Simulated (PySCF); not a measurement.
HTe, multiplicity 2. Atoms are numbered in the order given.

```xyz
2

Te     0.0000     0.0000    -0.0313
H      0.0000     0.0000     1.6275
```
Charge 0, spin multiplicity 2.

Coordinates come from a PBE0-D3(BJ)/def2-TZVPD optimisation. The def2 effective core potentials stand for the cores of Te; spin–orbit coupling is left out.

Level of theory: PBE0/def2-TZVPD in PySCF.

Gas-phase values at a fixed geometry.

Computed frontier levels, dipole moment:
```yaml
"α spin, highest occupied and lowest empty level": -6.76 and -0.55 eV
"β spin, highest occupied and lowest empty level": -6.43 and -4.23 eV
dipole_moment: 0.13 D
"⟨S²⟩": 0.754 (pure state 0.75)
```
